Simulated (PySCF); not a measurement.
Structure revision by computed shifts

A compound C8H13ClO gives the data below (simulated from a calculation) and was assigned the structure `C/C=C(\C(=O)Cl)C(C)(C)C`.

$^{13}$C{$^{1}$H} NMR (computed): δ 192.4 (C), 147.9 (CH), 126.6 (CH2), 56.2 (C), 49.9 (CH), 29.3 (CH3), 19.0 (CH3), 18.7 (CH3).

$^{1}$H NMR (600 MHz, computed): δ 5.75 (m, 1H), 5.55 (m, 1H), 5.52 (m, 1H), 2.65 (m, 1H), 1.33 (s, 3H), 1.08 (d, 3H), 1.02 (s, 3H).

- NMR shieldings at PBE0/pcSseg-1/GIAO
- structure optimised with GFN2-xTB
- program: PySCF
- non-relativistic Hamiltonian, gas phase, a single conformation, equivalent nuclei averaged

Shifts are taken against calculated references (same method and geometry level): $^{1}$H and $^{13}$C against TMS.

**Question.** Compare with the shifts computed for the proposed structure, pairing carbons in order of shift.

**Answer.** Atom-mapped SMILES (the numbers label the heavy atoms): `[CH3:1]/[CH:2]=[C:3](\[C:4](=[O:5])[Cl:6])[C:7]([CH3:8])([CH3:9])[CH3:10]`. Each H is labelled by its parent atom.

| atom | computed for proposal | given list | difference |
| --- | --- | --- | --- |
| C4 | 184.3 | 192.4 | -8.1 |
| C3 | 158.3 | 147.9 | +10.4 |
| C2 | 133.1 | 126.6 | +6.5 |
| C7 | 39.2 | 56.2 | -17.0 |
| C8 | 30.5 | 49.9 | -19.4 |
| C9 | 30.5 | 29.3 | +1.2 |
| C10 | 30.5 | 19.0 | +11.5 |
| C1 | 20.5 | 18.7 | +1.8 |

The rms difference is 11.3 ppm and the largest -19.4 ppm at C8 (methyl carbon). The proposal also would give 6 carbon signals, not 8. The carbon types in order of shift don't match either: C, C, CH, C, CH3, CH3, CH3, CH3 for the proposal against C, CH, CH2, C, CH, CH3, CH3, CH3 in the data. The proposal doesn't fit.

**Question.** Which isomer fits?

**Answer.** `ClC(C([C@@H](C=C)C)(C)C)=O`.

Carbon types of the structure: 2 × C, 2 × CH, 1 × CH2, 3 × CH3, which accounts for all hydrogens. δC 192.4: carbonyl carbon. δC 147.9: alkene CH; the olefinic region. δC 126.6: terminal =CH2 carbon; the olefinic region. δC 56.2: quaternary sp3 carbon α to a carbonyl; α to the electron-withdrawing carbonyl group.

Other isomers checked: CC/C=C(/C(=O)Cl)C(C)C (rms 16.1 ppm).

This is the structure that produced the data.

Carbons that carry Cl, above all several Cl atoms, come out too deshielded, partly because spin–orbit coupling is missing. Shifts are as computed. Against solution values, carbons near 30 ppm lie about +3 ppm off and those near 130 ppm about +5 ppm; carbons on Cl a further +6 ppm. Of 1211 compounds with measured shifts, 218 miss one by over three times the rms of a fit or turn the order of signals round; such compounds aren't used in these exercises. No couplings were computed; multiplicities are counted from neighbouring protons, with m where these are inequivalent, close in shift, in a saturated or five-membered ring or joined by F or P, and br s for small geminal =CH2 splittings.
